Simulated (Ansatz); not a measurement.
Noncovalent pair: HF (SMILES F) (first 2 atoms) with HI (SMILES I); geometry from B3LYP-D3(BJ)/def2-TZVP.
(charge 0, multiplicity 1):
```xyz
4

F      0.55178     0.61912    -0.26114
H      0.28287    -0.21342    -0.56465
I     -0.13775     0.20986     3.41961
H      0.27300     0.73098     1.94364
```

Basis-set superposition error: the interaction energy with monomers in their own basis, and in the dimer's basis (counterpoise).

Codes used: Ansatz (Gaussian basis) for Hartree–Fock, density functionals and correlated methods.  In def2 rows elements past Kr take small-core potentials, without spin–orbit coupling.

```json
[
 {"level": "HF/def2-SVPD", "uncorrected (kJ/mol)": "-3.0", "counterpoise (kJ/mol)": "-2.4", "difference": "0.6"},
 {"level": "HF/def2-TZVPPD", "uncorrected (kJ/mol)": "-1.9", "counterpoise (kJ/mol)": "-1.7", "difference": "0.1"},
 {"level": "SVWN5/def2-TZVPPD", "uncorrected (kJ/mol)": "-14.1", "counterpoise (kJ/mol)": "-13.9", "difference": "0.2"},
 {"level": "r2SCAN/def2-TZVPPD", "uncorrected (kJ/mol)": "-7.2", "counterpoise (kJ/mol)": "-7.1", "difference": "0.1"},
 {"level": "B97M-V/def2-TZVPPD", "uncorrected (kJ/mol)": "-7.1", "counterpoise (kJ/mol)": "-6.9", "difference": "0.2"},
 {"level": "PBE0/def2-TZVPPD", "uncorrected (kJ/mol)": "-6.2", "counterpoise (kJ/mol)": "-6.1", "difference": "0.1"},
 {"level": "B2PLYP/def2-TZVPPD", "uncorrected (kJ/mol)": "-5.5", "counterpoise (kJ/mol)": "-5.0", "difference": "0.5"},
 {"level": "MP2/def2-SVPD", "uncorrected (kJ/mol)": "-9.0", "counterpoise (kJ/mol)": "-5.4", "difference": "3.6"},
 {"level": "MP2/def2-QZVPPD", "uncorrected (kJ/mol)": "-6.8", "counterpoise (kJ/mol)": "-6.3", "difference": "0.5"},
 {"level": "CCSD(T)/def2-SVPD", "uncorrected (kJ/mol)": "-8.9", "counterpoise (kJ/mol)": "-4.8", "difference": "4.1"}
]
```

The error is largest for CCSD(T)/def2-SVPD (4.1 kJ/mol) and smallest for HF/def2-TZVPPD (0.1 kJ/mol).

Ansatz is a first-principles code.
